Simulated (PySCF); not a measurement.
C₂H₄AlClO, SMILES [OH][Al]([CH]=C)[Cl].

Geometry optimised at PBE-D3(BJ)/def2-SVP. The structure was generated by enumeration; whether it is a known compound was not checked. The values are those of a single conformer.

All values below come from PBE-D3(BJ)/def2-SVP in PySCF.

Frequencies are harmonic and unscaled.

```
mode  ν (cm⁻¹)  IR (km/mol)    moving atoms (share of kinetic energy)
----  --------  -----------  ----------------------------------------
1           66          0.1           C 49 %, H 31 %, Al 11 %, Cl 8 %
2           98          0.2  C 29 %, O 23 %, H 18 %, Al 16 %, Cl 14 %
3          180         19.6  O 38 %, C 19 %, Cl 19 %, H 14 %, Al 11 %
4          216         16.0                   Al 53 %, H 26 %, O 14 %
5          281          3.3                   C 46 %, Cl 26 %, H 17 %
6          349        124.6                             H 90 %, O 9 %
7          455         40.7                    H 61 %, C 29 %, Al 9 %
8          477         24.5  Cl 32 %, Al 21 %, O 19 %, C 18 %, H 11 %
9          586        155.1                    H 74 %, O 12 %, C 12 %
10         663        161.7                   Al 49 %, C 27 %, H 12 %
11         867         80.3                   O 44 %, Al 43 %, H 11 %
12         964         25.7                            H 72 %, C 28 %
13         966         13.1                            H 86 %, C 12 %
14        1021         12.0                                    H 93 %
15        1222          0.8                            H 71 %, C 28 %
16        1372         14.4                            H 82 %, C 17 %
17        1598         19.0                            C 84 %, H 16 %
18        3034         18.9                                    H 95 %
19        3066          4.8                             H 92 %, C 8 %
20        3127          7.4                            H 89 %, C 11 %
21        3818         87.7                                    H 94 %
```
